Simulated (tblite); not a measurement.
C7H3FOS.
Cartesian coordinates in Å at the GFN2-xTB level; atoms count from 1:
```
atom  x, y, z in Å
C1     3.4954    1.0404    0.5959
C2     2.3658    0.6877    0.3821
C3     1.0507    0.2811    0.1383
C4     0.6218   -0.5763   -0.8539
C5    -0.7567   -0.7800   -0.8293
C6    -1.3816   -0.0784    0.1813
C7    -2.7793   -0.0401    0.5147
O8    -3.3413    0.5521    1.3756
F9    -3.5072   -0.8352   -0.3388
S10   -0.2568    0.8492    1.1201
H11    4.4844    1.3418    0.7737
H12    1.2919   -1.0302   -1.5616
H13   -1.2915   -1.4117   -1.5159
```

Calculated harmonic vibrations of the isolated species, GFN2-xTB (tblite), most abundant isotopes, no scaling. Errors from tens to a few hundred cm⁻¹ against measured bands are possible. One conformer, not necessarily the lowest.

Harmonic wavenumbers (cm⁻¹): 67.6, 81.8, 101.0, 165.1, 189.2, 318.6, 349.8, 411.8, 456.1, 464.4, 537.3, 544.0, 644.6, 655.1, 673.1, 675.4, 724.0, 737.2, 812.3, 856.0, 906.8, 1051.0, 1135.9, 1177.4, 1192.4, 1358.2, 1432.8, 1515.4, 1815.6, 2237.4, 3134.4, 3143.9, 3396.2.

A = 3553, B = 668.9, C = 563.0 MHz; mass 153.989 u (most abundant isotopes); point group Cs, symmetry number 1.

Problem. Zero-point energy?

Solution. ½Σν̃ = 16481 cm⁻¹ = 47.12 kcal/mol.

Problem. Entropy at 298.15 K, 1 bar (ideal gas, RRHO, classical rotation)?

Solution. Translation 41.03, rotation 29.86, vibration 25.03: S = 95.9 cal/(mol K).

Problem. And Cp and H(298.15 K) − H(0)?

Solution. Cp = 35.39 cal/(mol K), of which vibrations give 27.44 (their classical limit is 33 R = 65.6); H(298.15 K) − H(0) = 6.43 kcal/mol without the zero-point energy, 4.06 from vibrations.

Problem. Blend soft modes into free rotors: weight 1/[1 + (100 cm⁻¹/ν̃)⁴] for the oscillator and the rest for a rotor with moment μB/(μ + B), μ = h/(8π²ν), B = 10⁻⁴⁴ kg m². What vibrational entropy results?

Solution. 23.38 cal/(mol K) in place of 25.03, which changes −T·S at 298.15 K by +0.49 kcal/mol.

Problem. Which modes carry the vibrational entropy at 298.15 K?

Solution. 67.6 cm⁻¹: 4.22; 81.8 cm⁻¹: 3.85; 101.0 cm⁻¹: 3.43; 165.1 cm⁻¹: 2.49; 189.2 cm⁻¹: 2.24; 318.6 cm⁻¹: 1.32 cal/(mol K); the other 27 give 7.48 together.

Problem. What must be added to the electronic energy to get the Gibbs energy at 298.15 K and 1 bar?

Solution. ZPE + [H(298.15 K) − H(0)] − T·S = 47.12 + 6.43 − 28.60 = 24.95 kcal/mol.

Problem. How do the functions run with temperature in this model?

Solution. 
```
 T (K)  S (cal/(mol K))  Cp (cal/(mol K))  H − H(0) (kcal/mol)  G − H(0) (kcal/mol)  ln q(vib)
    50             58.9              12.4                 0.48                -2.47       0.32
   100             69.0              17.0                 1.22                -5.68       1.30
373.15            104.5              40.9                 9.30               -29.69       7.46
   500            117.5              48.0                14.96               -43.78      10.32
   750            138.7              56.5                28.13               -75.92      15.57
  1000            155.7              61.5                42.93              -112.80      20.25
```

q(vib) and H(0) count from the zero-point level.

Hindered rotation and anharmonicity are outside this model. Other conformers, if any are populated, would add a mixing term that is left out.
